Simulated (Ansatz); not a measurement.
Isolated molecules relaxed with PBE0-D4/def2-TZVP in Ansatz; ΔE leaves out vibrations. CCSD(T)/CBS is the MP2 limit (def2-TZVPP, def2-QZVPP) plus CCSD(T) − MP2 in def2-TZVPP, frozen cores. This one scheme is used for every species, atoms too. For atomizations the MP2-based limit and the directly extrapolated one differ by several kJ/mol either way, and by 10 to 25 for some Ge, Se and Sn compounds, so smaller differences from it don't rank the levels. Functionals use def2-TZVPP. No spin–orbit coupling; open shells (•) take unrestricted orbitals. Spin–orbit coupling would lower the free atoms: a little for C, O, Si. One conformer a species, not always the lowest.

Consider the atomization: `CC(O)[SiH3]` → 2 C• + 8 H• + O• + Si•.

`CC(O)[SiH3]`:

Z-matrix (Å, degrees):
```
C
C 1 1.518
H 1 1.093 2 111.2
H 1 1.096 2 110.8 3 119.4
H 1 1.093 2 111.0 3 -120.8
O 2 1.423 1 111.9 3 -179.8
Si 2 1.896 1 112.6 3 60.8
H 2 1.102 1 108.7 3 -58.0
H 6 0.962 2 108.5 1 55.2
H 7 1.487 2 109.8 1 58.6
H 7 1.485 2 110.6 1 179.9
H 7 1.489 2 108.6 1 -60.4
```

```
             level  ΔE (kJ/mol)  difference from CCSD(T)/CBS
         r2SCAN-D4       4246.6                         -7.6
            B97M-V       4246.5                         -7.7
          BHLYP-D4       4147.7                       -106.5
          PBE-QIDH       4210.6                        -43.6
           r2SCAN0       4193.2                        -61.0
       HF/def2-SVP       3162.8                      -1091.4
      MP2/def2-SVP       4040.4                       -213.8
     HF/def2-QZVPP       3148.1                      -1106.1
SCS-MP2/def2-QZVPP       4253.5                         -0.7
     MP2/CBS(def2)       4280.3                         26.1
       CCSD(T)/CBS       4254.2                            0
```

Largest T1 diagnostic among the species: 0.012.

In def2-TZVPP, CCSD(T) changes the Hartree–Fock value by +1009.2 kJ/mol (the triples alone add +48.6 kJ/mol) and MP2 by +1035.2 kJ/mol; breaking electron pairs costs correlation energy, which Hartree–Fock lacks. From BLYP to BHLYP (50 % exact exchange), in def2-TZVPP and without D4, ΔE moves by −54.2 kJ/mol: exact exchange takes away binding that semilocal exchange gives to molecules.
